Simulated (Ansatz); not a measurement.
`C#[C][Al]([F])[Cl]` + CH₃NH₂ → `C[NH][Al]([F])[Cl]` + `C#C` at 600 K and 1 bar (ligand exchange at the Al–C bond).

Computed with Ansatz on PBE0-D4/def2-TZVP structures; ΔE is electronic, products minus reactants. CCSD(T)/CBS adds triple-zeta CCSD(T) − MP2 to the extrapolated MP2 energy (def2 sets, frozen cores). This one scheme is used for every species. Each species was taken in one conformer, which may not be the lowest.

| species | CCSD(T)/CBS energy (Eh) | H − E (kJ/mol) | S (J/(mol·K)) |
| --- | --- | --- | --- |
| `C#[C][Al]([F])[Cl]` | -878.39595 | 109.9 | 406.5 |
| CH₃NH₂ | -95.75281 | 199.3 | 283.8 |
| `C[NH][Al]([F])[Cl]` | -896.93383 | 211.9 | 434.3 |
| `C#C` | -77.22717 | 96.2 | 235.4 |

H − E and S are ideal-gas, rigid-rotor, harmonic terms from PBE0-D4/def2-TZVP, for one conformer and one mirror image of each species. 1 Eh = 2625.50 kJ/mol, R = 8.31446 J/(mol·K).

Task: By hand: ΔE, ΔH, ΔS and ΔG.

Result: ΔE = (-896.93383) + (-77.22717) − (-878.39595) − (-95.75281) = -0.01224 Eh = -32.1 kJ/mol. Δ(H − E) = 211.9 + 96.2 − 109.9 − 199.3 = -1.1, so ΔH = -33.2 kJ/mol. ΔS = 434.3 + 235.4 − 406.5 − 283.8 = -20.6 J/(mol·K). ΔG = -33.2 − 600 × (-20.6)/1000 = -20.8 kJ/mol.

Task: By hand: the equilibrium constant, and the temperature at which ΔG would vanish if ΔH and ΔS stayed fixed.

Result: log₁₀ K = −ΔG/(RT ln 10) = 1.8. ΔG = 0 at ΔH/ΔS = 1612 K.

TΔS isn't small against ΔH here. A doubt of 5 kJ/mol in ΔE shifts log₁₀ K by 0.4 here. Other conformers and mirror images would add mixing entropy, several J/(mol·K) or more a flexible species. These are equilibria of isolated gas molecules and say nothing of rates. Largest T1 diagnostic: 0.013 (customary marks: 0.02 for closed shells, 0.045 for open ones).
